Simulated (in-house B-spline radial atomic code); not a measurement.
# RPA and G0W0 on TPSS: the aluminium ion Al³⁺

Configuration [He] 2s2 2p6, mean-field start TPSS. Computed with a B-spline radial code for spherical atoms: all electrons, scalar-relativistic (spin-free one-electron X2C), finite nucleus, each spin shell either full or empty, empty states to l = 9 with an (l + 1/2)⁻⁴ tail; G0W0 by contour deformation at full frequency.

Command:
```bash
python run_gw.py task.json out
```
Settings (radii: box in bohr, nucleus in fm):
```
Z                        13
electrons                10
configuration            [He] 2s2 2p6
hamiltonian              x2c
method                   tpss,tpss
lmax                     9
rms_radius               3.061
spin_polarised           False
box_radius               14.14
intervals                70
```

Run time, properties included: 1.3 s on 1 thread of Arm Neoverse N1 (shared host).

Energies (hartree):

```tsv
term	value
mean-field total	-240.86786
Hartree-Fock functional on these orbitals	-240.42995
direct second order	-0.68289
second-order exchange	0.24163
SOSEX correction	0.22249
```

(1) What is the RPA correlation energy, and what remains with SOSEX?

Quasi-particle levels (eV):

| level | occupied | mean field | Σx - vxc | Σc | QP weight | G0W0 |
| --- | --- | --- | --- | --- | --- | --- |
| 2p | yes | -104.53 | -17.45 | ? | ? | ? |
| 2s | yes | -143.93 | -24.15 | 5.90 | 0.914 | -162.19 |
| 3s | no | -32.45 | 4.73 | -0.53 | 0.996 | -28.250 |

G0W0 = mean field + (Σx - vxc) + Σc, with Σc (partial-wave tail included) taken at the quasi-particle energy. Levels of low weight are left out.

(2) Where does G0W0 put 2p?

## Answers

(1) RPA gives -0.6071 hartree (-1.65 eV per electron); RPA + SOSEX gives -0.38461, and the second-order doubles -0.44127 hartree (no singles). SOSEX takes back 37 % of the RPA value.

(2) At -119.66 eV, with Σc = 2.32 eV and a quasi-particle weight of 0.955. The tabulated removal energy is 119.992 ± 0.0019 eV (NIST, measured); the calculation leaves out spin-orbit coupling, Breit and QED terms, and what these don't explain is the method's own error.
